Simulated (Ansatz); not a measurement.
A structure relaxed at PBE0-D4/def2-SVPD in Ansatz, charge -1, doublet:

```xyz
4

Nb   -0.063   -1.509   -0.308
Nb    0.810    0.686   -1.068
Nb   -1.409    0.624    0.039
Nb    0.662    0.200    1.338
```

Give its formula.

Nb₄⁻ (the lowest doublet isomer of a short search).

Summarise the bond lengths by kind (pairs closer than 1.2 times the sum of covalent radii, bridged metal pairs left out).

6 × Nb–Nb 2.46 to 2.55 Å.

In the def2 sets Nb takes a core potential; there is no spin–orbit coupling. The charge -1 doublet is spin-contaminated (final ⟨S²⟩ up to 1.43, 0.75 for a pure state). The highest occupied level of the charge -1 doublet lies above zero (up to 0.22 eV). The electron is either unbound and held by the finite basis, or the level is raised by self-interaction error. The structure comes from a short search, and lower isomers may exist.
